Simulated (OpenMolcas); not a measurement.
Mo3+ with 4 ligands (fluoride) in tetrahedral coordination (Td) at 1.77 Å. A charge of +0.25 e stands 3.2 Å behind each ligand. Ligand basis ANO-RCC-VDZP.

```json
{
 "Program": "OpenMolcas",
 "Method": "SS-CASPT2, IPEA 0.25 Eh, imaginary shift 0.1 Eh (closed shells correlated: 4s 4p and the ligand valence shells)",
 "Basis": "ANO-RCC-VDZP [6s5p3d1f]",
 "Scalar Hamiltonian": "DKH2, point nucleus",
 "Active space": "3 electrons in 5 orbitals (4d)",
 "State averaging": "2S+1 = 4 even, 10 roots; 2S+1 = 2 even, 40 roots",
 "Spin-orbit coupling": "state interaction with AMFI integrals over the reference wave functions"
}
```

What is the spin-free ground state (labels of Td)?

2E, 2-fold in its orbital part; d3 allows 2S+1 = 4, so this is a state of lower spin.

Where is the first state of the same spin?

A 3-fold state lies at 10000 cm-1 above the ground state.

What are the lowest two levels with spin-orbit coupling?

A 4-fold level Γ8, then a 2-fold level 2200 cm-1 above it. Their leading multiplicities are 2 (86 %) and 4 (100 %).

What is χT at 300 K?

0.43 cm3 K/mol.

Roots that are degenerate in the reference are averaged as groups; the widest CASPT2 spread within a group is 420 cm-1 (the 3-fold group of multiplicity 2 near 11600 cm-1 above the lowest state of its run). Shifts and gaps below about the spread of the groups concerned are not significant. An orbital doublet at a regular site is open to a Jahn-Teller distortion, which this geometry leaves out. This shell can be high or low spin here, a state of another spin lies low, and with metal d orbitals alone active their balance is uncertain, so the ground spin may be wrong, although the usual error favours high spin. The least metal-like active orbital is 71 % on the metal (Löwdin) and no ligand orbital is active, so the numbers are rough. Ligand-to-metal charge-transfer states are missing. These CASPT2 states fit no ligand-field parameters well, so their order and spin gaps are uncertain. With no ligand orbital active B as a rule stays too high, so bands that hang on it stand too high and its fall with covalency is understated. With one d shell and no ligand orbital active, 10Dq can be off by a tenth or more. The distance lies 5 % under the 1.87 Å that this model takes as the normal distance (a Shannon-type radius plus a fixed donor radius); by an R⁻⁵ law this alone changes a d-shell field by about +32 %. No measured value stands beside these numbers; the geometry was imposed, not optimised, and the real ion may take another.
